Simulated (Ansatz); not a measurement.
CH₈FNO₂Si₂ (`C[Si@H](O)N[Si@@H](O)F`). Charge 0, multiplicity 1. All single points use the PBE0-D4/def2-TZVP geometry. It is one conformer, not always the lowest.

```xyz
15

C     1.046    1.214    1.912
Si    0.958    0.268    0.321
O     1.281    1.333   -0.893
N    -0.626   -0.433    0.180
Si   -1.184   -1.429   -1.082
O    -2.615   -0.951   -1.696
F    -0.016   -1.329   -2.177
H     2.034    1.664    2.032
H     0.308    2.021    1.924
H     0.862    0.563    2.769
H     1.951   -0.836    0.255
H     1.392    0.953   -1.766
H    -1.297   -0.163    0.884
H    -1.367   -2.854   -0.764
H    -2.726   -0.021   -1.899
```

Task: What is the dipole moment at r2SCAN/def2-TZVPP? (Best estimate.)

Result: Ansatz gave: 1.90 D, with components (-0.93, 1.11, 1.23) D in this frame, pointing from negative to positive charge.

Task: And with PBE, B3LYP, ωB97M-V? (Estimate.)

Result: Ansatz gave: PBE 1.88 D, B3LYP 1.86 D, ωB97M-V 1.87 D.

Task: Give the Mulliken charges with r2SCAN, PBE, B3LYP in def2-TZVPP. (Best estimate.)

Result: Computed: 
```
atom  r2SCAN    PBE  B3LYP
  C1   -0.32  -0.39  -0.40
 Si2    0.60   0.47   0.59
  O3   -0.42  -0.36  -0.40
  N4   -0.41  -0.29  -0.36
 Si5    0.73   0.58   0.71
  O6   -0.41  -0.34  -0.39
  F7   -0.34  -0.29  -0.34
  H8    0.08   0.11   0.11
  H9    0.08   0.10   0.10
 H10    0.08   0.11   0.10
 H11   -0.12  -0.11  -0.12
 H12    0.20   0.19   0.19
 H13    0.14   0.13   0.12
 H14   -0.10  -0.09  -0.10
 H15    0.20   0.19   0.19
```

B3LYP here is the variant with VWN-RPA as its local correlation; programs differ in this.
